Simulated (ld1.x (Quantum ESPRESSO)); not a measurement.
**Pseudopotential generation for boron (B): PAW, PBE, scalar-relativistic.**

* Element: B (Z = 5)
* Generator: ld1.x (Quantum ESPRESSO) 7.5
* Type: PAW
* Functional: PBE
* Relativity: scalar-relativistic
* Frozen core: [He]
* Valence charge: 3
* Reference configuration: 2s2 2p1
* Partial waves: 2s (bound): rcut 1.10, rcutus 1.40 bohr; 2s channel at -0.2 Ry: rcut 1.10, rcutus 1.40 bohr; 2p (bound): rcut 2.05, rcutus 2.20 bohr; 2p channel at 0.6 Ry: rcut 2.05, rcutus 2.20 bohr
* Local potential: all-electron potential smoothed inside 2.10 bohr (lloc = -1)
* Core correction: Bessel-smoothed model core, default radius (core density twice the valence density)
* Augmentation charge: PSQ, inside the norm-conserving radii

(1) Is the overlap operator S = 1 + Σ q|β⟩⟨β| positive definite (Bessel basis up to 400 Ry)?

(2) Tests: 2s2 2p0; 2s1 2p0; 2s2 2p0.5; 2s0 2p3; 2s1 2p1; 2s2 2p1.3; 2s1 2p2. Which has the largest error in its energy relative to the reference configuration, and how large is it?

Results:

(1) No: its lowest eigenvalue is -0.100, in the s channel, so the generalised eigenproblem breaks down once the basis is large enough.

(2) 2s1 2p0, with -8.8 meV (all-electron minus pseudo) on +33.64 eV.

The ghost test of this file was not conclusive. Its overlap operator is not positive definite in a basis up to 400 Ry (lowest eigenvalue s -0.10), so the file is unfit for use: the generalised eigenproblem breaks down once the basis is large enough, and its test numbers describe a broken file.
